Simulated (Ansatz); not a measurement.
Si2W2, relaxed as a quintet with UKS PBE0-D4/def2-SVP in Ansatz, starting from the PBE0-D4/def2-SVP geometry of the neutral singlet. Force threshold 0.02 eV/Å.

In the def2 sets W takes a core potential; there is no spin–orbit coupling. The charge 0 quintet is spin-contaminated (final ⟨S²⟩ up to 6.24, 6.00 for a pure state). At PBE0-D4/def2-SVP a singlet of charge 0 lies 1.87 eV below the quintet, each at its own geometry. The structure comes from a short search, and lower isomers may exist.

Start:

```xyz
4

W     0.832   -0.462   -0.845
W    -1.228   -0.317   -0.103
Si    0.464   -0.964    1.476
Si   -0.067    1.744   -0.528
```

(1) Estimate the energy that the relaxation releases and the steps that it takes.

(2) Does the start keep its bonding and symmetry?

(3) Predict the relaxed structure.

## Answers

(1) 16.6 kcal/mol, in 6 steps; 67 s on 4 threads of Arm Neoverse V1 on a shared host. No frequencies were taken in this run, so the end may be a saddle point.

(2) Bonds formed: Si3–Si4 (atoms count from 1). Point group C2v at the start, C2v at the end, both within 0.05 Å.

(3) 
```csv
atom,x (Å),y (Å),z (Å)
W1,0.926,-0.551,-0.991
W2,-1.404,-0.387,-0.151
Si3,0.446,-0.587,1.353
Si4,0.032,1.526,-0.211
```
Bond lengths (bridged metal pairs left out): 4 × Si–W 2.39 Å; 1 × W–W 2.48 Å; 1 × Si–Si 2.66 Å.
